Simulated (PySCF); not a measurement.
Excitation energy of Ar²⁺ by level of theory

Ar²⁺ [Ne] 3s2 3p4 (3P) → Ar²⁺ [Ne] 3s1 3p5 (3P), as a difference of total energies. Computed with PySCF 2.14 in aug-cc-pV(D+d)Z (5s4p3d, 32 functions), with the non-relativistic Hamiltonian (point nucleus). Correlated levels: valence: [Ne] frozen. The calculations carry no spin-orbit coupling.

```json
{"method": "UHF", "excitation energy (cm⁻¹)": "137410"}
{"method": "LDA", "excitation energy (cm⁻¹)": "117570"}
{"method": "PBE", "excitation energy (cm⁻¹)": "118320"}
{"method": "PBE0", "excitation energy (cm⁻¹)": "123300"}
{"method": "r2SCAN", "excitation energy (cm⁻¹)": "121350"}
{"method": "M06-2X", "excitation energy (cm⁻¹)": "123050"}
{"method": "wB97X", "excitation energy (cm⁻¹)": "123760"}
{"method": "BLYP", "excitation energy (cm⁻¹)": "118120"}
{"method": "r2SCANh", "excitation energy (cm⁻¹)": "122850"}
{"method": "MP2 (valence)", "excitation energy (cm⁻¹)": "125050"}
{"method": "SCS-MP2 (valence)", "excitation energy (cm⁻¹)": "123300"}
```
